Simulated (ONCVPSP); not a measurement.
Before and after: ONCV potential for Re

ONCVPSP 4.0.1 input, shortened (lines: element, Z, core and valence counts, functional; n l f; lmax; l rc ep ncon nbas qcut; lloc lpopt rc5 dvloc0; l nproj debl; icmod fcfact rcfact), LDA (Perdew-Zunger), scalar-relativistic:

```
  Re 75.00   10    4        3      upf
    1    0    2.00
    2    0    2.00
    2    1    6.00
    3    0    2.00
    3    1    6.00
    3    2   10.00
    4    0    2.00
    4    1    6.00
    4    2   10.00
    4    3   14.00
    5    0    2.00
    5    1    6.00
    5    2    5.00
    6    0    2.00
    2
    0    1.70    0.00    4    7    6.70
    1    1.55    0.00    4    8    7.20
    2    2.35    0.00    4    9    7.50
    4    1    1.10    0.00
    0    2    0.80
    1    1    0.80
    2    3    3.00
    0    0.00    0.00
```

All-electron outer shells of the reference configuration (LDA (Perdew-Zunger), scalar-relativistic, ld1.x):

```tsv
shell	level (eV)	outermost node (bohr)	outermost maximum (bohr)
5s	-85.51	0.52	0.93
5p	-47.21	0.56	1.06
4f	-42.60	–	0.41
6s	-6.16	1.24	2.54
5d	-5.57	0.62	1.43
```

Change: d: qcut 10.3.

Cutoffs: the cutoffs (Ha) at which the residual kinetic energy of the hardest occupied pseudo-wave falls to 1 and 0.1 mHa per electron; they do not see the model core or the augmentation charge, which bear on the density cutoff. Errors are all-electron minus pseudo energies relative to the spin-unpolarised reference configuration.

**Question.** What does the change do?

**Answer.** The potential gets harder (21 Ha and 27 Ha → 26 Ha and 33 Ha); the errors of the 4 common tests hardly move; neither file shows a bound ghost. The waves are optimised to have the least kinetic energy above qcut, so the cutoff follows it (qcut²/2 in Ha).

| quantity | base | changed |
| --- | --- | --- |
| cutoff, loose | 21 Ha | 26 Ha |
| cutoff, tight | 27 Ha | 33 Ha |
| loose cutoff by channel | s 17 Ha, p 21 Ha, d 16 Ha | s 17 Ha, p 21 Ha, d 26 Ha |
| bound ghosts | none | none |
| GHOST(+) flags under 300 eV | s at 153.4 eV | s at 153.4 eV |
| error for 5s2 5p6 5d5 6s1, meV [ΔE 9.52 eV] | -3.2 | -3.5 |
| error for 5s2 5p6 5d5 6s0, meV [ΔE 26.20 eV] | -8.8 | -9.4 |
| error for 5s2 5p6 5d4 6s0, meV [ΔE 53.64 eV] | -14 | -14 |
| error for 5s2 5p6 5d5 6s0 6p1, meV [ΔE 15.42 eV] | +127 | +127 |
| s: phases at 1.73 bohr within 0.05 rad from the reference energy up to (Ha; the scan ends near 5) | to the end of the scan | to the end of the scan |
| p: phases at 1.57 bohr within 0.05 rad from the reference energy up to (Ha; the scan ends near 5) | 1.0 | 1.0 |
| d: phases at 2.39 bohr within 0.05 rad from the reference energy up to (Ha; the scan ends near 5) | to the end of the scan | to the end of the scan |
